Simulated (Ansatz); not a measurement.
The cluster SiGe6⁻. The state is a doublet with charge -1. Geometry B3LYP-D4/def2-SVP, that of the neutral singlet; atoms count from 1.

```
atom   x (Å)   y (Å)   z (Å)
 Si1   0.199  -1.005   0.714
 Ge2  -2.237  -0.331   0.242
 Ge3   1.820  -0.576  -1.236
 Ge4  -0.692  -1.382  -1.669
 Ge5  -0.681   1.125   1.856
 Ge6   1.827   0.973   0.943
 Ge7  -0.237   1.195  -0.849
```

The structure comes from a short search, and lower isomers may exist.

(1) Estimate the Mulliken populations from the PBE0/def2-SVP orbitals of Ansatz.

(2) Where does the spin sit?

(3) And the Mayer bond orders between bonded heavy atoms (over 0.3)?

Results:

(1) 
```
atom  charge (e)  spin (α − β)
 Si1       -0.25          0.27
 Ge2       -0.11          0.15
 Ge3       -0.11          0.15
 Ge4       -0.11          0.15
 Ge5       -0.11          0.15
 Ge6       -0.11          0.15
 Ge7       -0.19          0.00
```
Mulliken values and Mayer orders depend strongly on the basis.

(2) Summed by element: Si 0.27, Ge 0.73, of 1 unpaired in all. Largest on single atoms: Si1 0.27, Ge6 0.15, Ge2 0.15.

(3) Si1–Ge2 0.51 (2.57 Å); Si1–Ge3 0.51 (2.57 Å); Si1–Ge4 0.51 (2.57 Å); Si1–Ge5 0.51 (2.57 Å); Si1–Ge6 0.51 (2.57 Å); Si1–Ge7 0.42 (2.73 Å); Ge2–Ge4 0.65 (2.67 Å); Ge2–Ge5 0.65 (2.67 Å); Ge2–Ge7 0.48 (2.74 Å); Ge3–Ge4 0.65 (2.67 Å); Ge3–Ge6 0.65 (2.67 Å); Ge3–Ge7 0.48 (2.74 Å); Ge4–Ge7 0.48 (2.74 Å); Ge5–Ge6 0.65 (2.67 Å); Ge5–Ge7 0.48 (2.74 Å); Ge6–Ge7 0.48 (2.74 Å).
